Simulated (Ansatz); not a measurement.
Ansatz results at the PBE0-D4/def2-TZVP geometry: HOMO energy (ωB97M-V/def2-TZVPP) -7.88 eV; HOMO energy (PBE0/def2-TZVPP) -6.15 eV; size of the dipole moment (ωB97M-V/def2-TZVPP) 0.00 D.

(1) Which molecule gave them?
A. `[Ag][I]`
B. `[Bi]#[Bi]`
C. `CC(C)CCCl`
D. `S=C=[Te]`

## Answers

(1) B. The others give `S=C=[Te]`: -8.73, -6.92, 0.16; `CC(C)CCCl`: -10.53, -8.22, 1.86; `[Ag][I]`: -8.81, -6.80, 5.47.
